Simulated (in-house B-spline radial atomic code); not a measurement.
Configurations of Te+, with energies counted from [Kr] 4d10 5s2 5p3. Method: Dirac-Hartree-Fock, average of configuration, Fermi nucleus of rms radius 4.7423 fm. Calculated with a B-spline radial code for spherical atoms. Energies include first-order Breit, QED and recoil terms.

Occupations are held fixed; configurations that lie above the ionisation limit could autoionise.

```tsv
configuration	E - E(ref) (eV)	highest orbital	its <r> (bohr)
[Kr] 4d10 5s2 5p2 6g1	15.674	6g7/2	21.98
[Kr] 4d10 5s1 5p3 7d1	25.351	7d5/2	16.37
[Kr] 4d10 5s1 5p3 7f1	26.519	7f5/2	32.64
[Kr] 4d10 5s1 5p3 8g1	26.807	8g7/2	42.96
[Ar] 3d9 4s2 4p6 4d10 4f1 5s2 5p3	592.19	4f5/2	8.562
[Ar] 3d9 4s2 4p6 4d10 5s2 5p3 6g1	594.15	6g7/2	21.98
[Ar] 3d9 4s2 4p6 4d10 5s2 5p3 7f1	594.52	7f5/2	32.56
```

Problem. Order these further configurations by energy, lowest first.
A. [Kr] 4d9 5s2 5p3 7f1
B. [Kr] 4d10 5s1 5p3 6f1
C. [Ar] 3d9 4s2 4p6 4d10 5s2 5p3 8s1
D. [Ar] 3d9 4s2 4p6 4d10 5s2 5p3 7s1
E. [Kr] 4d9 5s2 5p3 6f1

Solution. B (26.105 eV), E (56.798 eV), A (57.212 eV), D (591.46 eV), C (593.1 eV).

Problem. How far above the reference does [Ar] 3d9 4s2 4p6 4d10 5s2 5p4 lie?

Solution. 576.76 eV; its least bound orbital is 5p3/2 with <r> = 2.383 bohr.

Problem. How far above the reference does [Ar] 3d9 4s2 4p6 4d10 5s2 5p3 8g1 lie?

Solution. 594.81 eV; its least bound orbital is 8g7/2 with <r> = 42.97 bohr.

Problem. How far above the reference does [Kr] 4d10 5s1 5p3 9g1 lie?

Solution. 26.985 eV; its least bound orbital is 9g7/2 with <r> = 55.71 bohr.
